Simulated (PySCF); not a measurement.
CH12N2Si3, SMILES N[SiH](N)C[SiH2][SiH3].

The structure is a stationary point at PBE-D3(BJ)/def2-SVP. This is a generated structure with no PubChem entry under its InChIKey; it may be hypothetical. One conformer was computed; it need not be the lowest.

Level of theory: PBE-D3(BJ)/def2-SVP in PySCF.

Frequencies are harmonic and unscaled.

```json
[
 {"mode": "1", "ν (cm⁻¹)": "32", "IR (km/mol)": "0.0", "moving atoms (share of kinetic energy)": "N 42 %, Si 34 %, H 23 %"},
 {"mode": "2", "ν (cm⁻¹)": "60", "IR (km/mol)": "0.3", "moving atoms (share of kinetic energy)": "Si 39 %, H 26 %, N 26 %, C 9 %"},
 {"mode": "3", "ν (cm⁻¹)": "106", "IR (km/mol)": "0.0", "moving atoms (share of kinetic energy)": "Si 33 %, H 31 %, N 27 %, C 9 %"},
 {"mode": "4", "ν (cm⁻¹)": "136", "IR (km/mol)": "1.0", "moving atoms (share of kinetic energy)": "H 78 %, Si 9 %, C 8 %"},
 {"mode": "5", "ν (cm⁻¹)": "153", "IR (km/mol)": "1.3", "moving atoms (share of kinetic energy)": "H 44 %, Si 36 %, N 11 %, C 10 %"},
 {"mode": "6", "ν (cm⁻¹)": "203", "IR (km/mol)": "0.6", "moving atoms (share of kinetic energy)": "N 44 %, H 38 %, Si 14 %"},
 {"mode": "7", "ν (cm⁻¹)": "237", "IR (km/mol)": "7.0", "moving atoms (share of kinetic energy)": "H 55 %, Si 28 %, N 8 %"},
 {"mode": "8", "ν (cm⁻¹)": "255", "IR (km/mol)": "12.6", "moving atoms (share of kinetic energy)": "H 76 %, Si 14 %, N 9 %"},
 {"mode": "9", "ν (cm⁻¹)": "276", "IR (km/mol)": "2.3", "moving atoms (share of kinetic energy)": "H 43 %, Si 30 %, N 20 %"},
 {"mode": "10", "ν (cm⁻¹)": "342", "IR (km/mol)": "42.1", "moving atoms (share of kinetic energy)": "H 91 %"},
 {"mode": "11", "ν (cm⁻¹)": "347", "IR (km/mol)": "121.3", "moving atoms (share of kinetic energy)": "H 76 %, N 21 %"},
 {"mode": "12", "ν (cm⁻¹)": "374", "IR (km/mol)": "80.3", "moving atoms (share of kinetic energy)": "H 79 %, N 19 %"},
 {"mode": "13", "ν (cm⁻¹)": "406", "IR (km/mol)": "12.6", "moving atoms (share of kinetic energy)": "Si 73 %, H 22 %"},
 {"mode": "14", "ν (cm⁻¹)": "416", "IR (km/mol)": "141.8", "moving atoms (share of kinetic energy)": "H 72 %, N 18 %, Si 9 %"},
 {"mode": "15", "ν (cm⁻¹)": "471", "IR (km/mol)": "13.4", "moving atoms (share of kinetic energy)": "H 82 %, Si 16 %"},
 {"mode": "16", "ν (cm⁻¹)": "511", "IR (km/mol)": "13.1", "moving atoms (share of kinetic energy)": "H 70 %, Si 22 %"},
 {"mode": "17", "ν (cm⁻¹)": "602", "IR (km/mol)": "11.4", "moving atoms (share of kinetic energy)": "H 64 %, C 24 %, Si 12 %"},
 {"mode": "18", "ν (cm⁻¹)": "612", "IR (km/mol)": "5.3", "moving atoms (share of kinetic energy)": "H 55 %, C 25 %, Si 17 %"},
 {"mode": "19", "ν (cm⁻¹)": "687", "IR (km/mol)": "2.2", "moving atoms (share of kinetic energy)": "H 88 %"},
 {"mode": "20", "ν (cm⁻¹)": "713", "IR (km/mol)": "13.2", "moving atoms (share of kinetic energy)": "H 82 %, N 9 %, C 8 %"},
 {"mode": "21", "ν (cm⁻¹)": "721", "IR (km/mol)": "69.0", "moving atoms (share of kinetic energy)": "H 42 %, C 31 %, Si 25 %"},
 {"mode": "22", "ν (cm⁻¹)": "755", "IR (km/mol)": "116.9", "moving atoms (share of kinetic energy)": "H 69 %, C 11 %, N 11 %, Si 10 %"},
 {"mode": "23", "ν (cm⁻¹)": "792", "IR (km/mol)": "31.7", "moving atoms (share of kinetic energy)": "H 45 %, N 37 %, Si 12 %"},
 {"mode": "24", "ν (cm⁻¹)": "800", "IR (km/mol)": "254.3", "moving atoms (share of kinetic energy)": "H 64 %, N 14 %, Si 12 %, C 10 %"},
 {"mode": "25", "ν (cm⁻¹)": "838", "IR (km/mol)": "38.8", "moving atoms (share of kinetic energy)": "H 76 %, Si 14 %"},
 {"mode": "26", "ν (cm⁻¹)": "859", "IR (km/mol)": "101.0", "moving atoms (share of kinetic energy)": "H 56 %, N 23 %, Si 20 %"},
 {"mode": "27", "ν (cm⁻¹)": "868", "IR (km/mol)": "85.0", "moving atoms (share of kinetic energy)": "H 56 %, Si 20 %, N 20 %"},
 {"mode": "28", "ν (cm⁻¹)": "896", "IR (km/mol)": "8.5", "moving atoms (share of kinetic energy)": "H 97 %"},
 {"mode": "29", "ν (cm⁻¹)": "906", "IR (km/mol)": "37.3", "moving atoms (share of kinetic energy)": "H 97 %"},
 {"mode": "30", "ν (cm⁻¹)": "913", "IR (km/mol)": "158.4", "moving atoms (share of kinetic energy)": "H 91 %"},
 {"mode": "31", "ν (cm⁻¹)": "921", "IR (km/mol)": "72.7", "moving atoms (share of kinetic energy)": "H 71 %, Si 17 %, N 10 %"},
 {"mode": "32", "ν (cm⁻¹)": "983", "IR (km/mol)": "23.3", "moving atoms (share of kinetic energy)": "H 91 %"},
 {"mode": "33", "ν (cm⁻¹)": "1019", "IR (km/mol)": "133.7", "moving atoms (share of kinetic energy)": "H 59 %, C 34 %"},
 {"mode": "34", "ν (cm⁻¹)": "1322", "IR (km/mol)": "8.5", "moving atoms (share of kinetic energy)": "H 92 %, C 8 %"},
 {"mode": "35", "ν (cm⁻¹)": "1481", "IR (km/mol)": "71.8", "moving atoms (share of kinetic energy)": "H 89 %, N 11 %"},
 {"mode": "36", "ν (cm⁻¹)": "1487", "IR (km/mol)": "33.8", "moving atoms (share of kinetic energy)": "H 89 %, N 10 %"},
 {"mode": "37", "ν (cm⁻¹)": "2102", "IR (km/mol)": "141.0", "moving atoms (share of kinetic energy)": "H 97 %"},
 {"mode": "38", "ν (cm⁻¹)": "2121", "IR (km/mol)": "87.2", "moving atoms (share of kinetic energy)": "H 97 %"},
 {"mode": "39", "ν (cm⁻¹)": "2132", "IR (km/mol)": "91.0", "moving atoms (share of kinetic energy)": "H 96 %"},
 {"mode": "40", "ν (cm⁻¹)": "2145", "IR (km/mol)": "62.2", "moving atoms (share of kinetic energy)": "H 99 %"},
 {"mode": "41", "ν (cm⁻¹)": "2157", "IR (km/mol)": "104.1", "moving atoms (share of kinetic energy)": "H 96 %"},
 {"mode": "42", "ν (cm⁻¹)": "2162", "IR (km/mol)": "107.6", "moving atoms (share of kinetic energy)": "H 96 %"},
 {"mode": "43", "ν (cm⁻¹)": "2982", "IR (km/mol)": "1.8", "moving atoms (share of kinetic energy)": "H 95 %"},
 {"mode": "44", "ν (cm⁻¹)": "3050", "IR (km/mol)": "0.6", "moving atoms (share of kinetic energy)": "H 91 %, C 9 %"},
 {"mode": "45", "ν (cm⁻¹)": "3490", "IR (km/mol)": "12.7", "moving atoms (share of kinetic energy)": "H 96 %"},
 {"mode": "46", "ν (cm⁻¹)": "3493", "IR (km/mol)": "23.7", "moving atoms (share of kinetic energy)": "H 96 %"},
 {"mode": "47", "ν (cm⁻¹)": "3589", "IR (km/mol)": "21.9", "moving atoms (share of kinetic energy)": "H 91 %, N 9 %"},
 {"mode": "48", "ν (cm⁻¹)": "3596", "IR (km/mol)": "19.8", "moving atoms (share of kinetic energy)": "H 91 %, N 9 %"}
]
```
